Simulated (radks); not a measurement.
Task: Coherent X-ray form factor from a spherical all-electron density. Method: Dirac Kohn-Sham, revPBE, spin-unpolarised, spherical densities, point nucleus; computed with a radial shooting solver on a logarithmic mesh with Libxc functionals.

| sin(theta)/lambda (1/angstrom) | f0 (electrons) |
|---|---|
| 0.05 | 43.450 |
| 0.1 | 41.907 |
| 0.15 | 39.644 |
| 0.2 | 36.994 |
| 0.25 | 34.248 |
| 0.3 | 31.616 |
| 0.4 | 27.102 |
| 0.5 | 23.708 |
| 0.6 | 21.213 |
| 0.8 | 17.691 |
| 1 | 14.877 |
| 1.25 | 11.764 |
| 1.5 | 9.290 |
| 2 | 6.461 |

The species is in the configuration that NIST lists as its ground one. Which atom or ion scatters so?

Result: The palladium ion Pd2+, [Kr] 4d8. Extrapolating in s^2 from the first two rows gives f0(0) = 44.0, near the electron count 44; among species with that count, the fall with angle is slower the higher Z, and the table is that of Z = 46; from so few rows the species is fixed only to a neighbour or two.
